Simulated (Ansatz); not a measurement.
Computed with Ansatz.

A structure relaxed at PBE0-D4/def2-TZVP, charge 0, multiplicity 1:

```tsv
atom	x (Å)	y (Å)	z (Å)
Si1	1.822	0.005	-0.109
O2	0.276	0.519	0.173
B3	-0.977	0.029	0.059
S4	-1.255	-1.637	-0.624
S5	-2.404	1.021	0.581
H6	2.531	1.100	-0.810
H7	2.467	-0.270	1.197
H8	1.814	-1.222	-0.944
H9	-2.591	-1.626	-0.504
H10	-1.683	2.082	0.980
```

(1) Give its formula and SMILES.

(2) Summarise the bond lengths by kind.

Results:

(1) BH5OS2Si, `[SiH3]OB(S)S`.

(2) 1 × O–Si 1.653 Å; 3 × H–Si 1.481 to 1.484 Å; 1 × B–O 1.351 Å; 2 × B–S 1.814 to 1.822 Å; 2 × H–S 1.342 to 1.343 Å.
